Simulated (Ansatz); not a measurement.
**Abstraction of Cl: C2H6ClGa + SiH3(SiH2) → C2H6Ga + SiH2(SiH3)Cl**

Gas-phase species: C2H6ClGa `C[CH2][GaH][Cl]`, singlet; SiH3(SiH2), doublet; C2H6Ga `C[CH2][GaH]`, doublet; SiH2(SiH3)Cl, singlet. A radical takes Cl: the energy is the difference in strength between the Ga–Cl bond broken and the Si–Cl bond made.

Shapes, held fixed at every level: PBE0-D4/def2-TZVP. Flexible molecules stand in one conformer, not always the lowest. Programs: Ansatz 0.2.0. The zero-point and thermal change to 298 K, harmonic and unscaled (PBE0-D4/def2-TZVP), is +0.3 kJ/mol.

| level | kind | ΔH(298 K) (kJ/mol) | less CCSD(T)/def2-TZVPP |
| --- | --- | --- | --- |
| MP2/def2-SVP | perturbation theory | +34.7 | +11.3 |
| HF/def2-SVP | Hartree–Fock | +33.5 | +10.1 |
| HF/def2-TZVPP | Hartree–Fock | +20.4 | -3.0 |
| SPW92/def2-TZVPP | LDA | +16.2 | -7.2 |
| r2SCAN-D4/def2-TZVPP | meta-GGA | +23.0 | -0.4 |
| B3LYP-D4/def2-TZVPP | global hybrid | +13.9 | -9.5 |
| CCSD(T)/def2-SVP | coupled cluster or CI | +34.7 | +11.3 |
| CCSD(T)/def2-TZVPP | coupled cluster or CI | +23.4 | 0.0 |

The highest level, CCSD(T)/def2-TZVPP, gives ΔH(298 K) = +23.4 kJ/mol; the levels span +13.9 to +34.7. The column of differences is taken from that level and isn't an error. No measured value is set beside it here. Open shells run unrestricted. Relativity is left out for Ga. Outer-core shells of Ga are correlated, in sets that cover them unevenly.
